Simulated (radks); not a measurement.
Question: These are the eigenvalues of the occupied orbitals of an atom or ion with whole-number occupations (eV). Calculated with a radial shooting solver on a logarithmic mesh with Libxc functionals: scalar-relativistic Kohn-Sham, PBE, spin-unpolarised, spherical densities, point nucleus.

orbital  eigenvalue
1s        -53696.36
2s        -8971.793
2p        -7963.604
3s        -2027.650
3p        -1718.241
3d        -1320.500
4s        -430.0233
4p        -327.5994
4d        -188.0776
5s         -71.3221
5p         -44.6276
4f         -34.9513
6s          -8.9252
6p          -3.9617

Which element is it, and in what charge state? The configuration may be excited.

Answer: Z = 66, dysprosium, charge 0: Dy in [Xe] 4f7 6s2 6p3. The list shows which subshells hold electrons but not how many an open one holds; the 1s level, -1973.3 hartree, gives Z - s = 62.8 by -(Z - s)^2/2, which with screening and relativity narrows Z to a few neighbours, and the depths of the outer levels then fix element, charge and occupations together.
